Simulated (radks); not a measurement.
Q: K3+, 16 electrons, occupied as [Ne] 3s2 3p4. Calculated with a radial shooting solver on a logarithmic mesh with Libxc functionals: Dirac Kohn-Sham, PBE, spin-unpolarised, spherical densities, finite nucleus; open shells fill j = l - 1/2 first; Fermi nuclear charge, rms radius 3.4349 fm. Some entries of the table are withheld. Estimate them.

| orbital | occ. | eigenvalue (hartree) | r(max) (bohr) | <r^2> (bohr^2) |
|---|---|---|---|---|
| 1s1/2 | 2 | -131.0373 | (1) | (2) |
| 2s1/2 | 2 | -14.54526 | 0.3180 | 0.1775 |
| 2p1/2 | 2 | -11.92971 | (3) | 0.1503 |
| 2p3/2 | 4 | -11.82302 | (4) | 0.1523 |
| 3s1/2 | 2 | -2.65963 | 1.052 | 1.654 |
| 3p1/2 | 2 | -2.02037 | (5) | (6) |
| 3p3/2 | 2 | -2.00831 | (7) | (8) |

A: 
(1) 1s1/2 r(max) (bohr): 0.05301
(2) 1s1/2 <r^2> (bohr^2): 0.008836
(3) 2p1/2 r(max) (bohr): 0.2611
(4) 2p3/2 r(max) (bohr): 0.2630
(5) 3p1/2 r(max) (bohr): 1.102
(6) 3p1/2 <r^2> (bohr^2): 1.938
(7) 3p3/2 r(max) (bohr): 1.107
(8) 3p3/2 <r^2> (bohr^2): 1.956
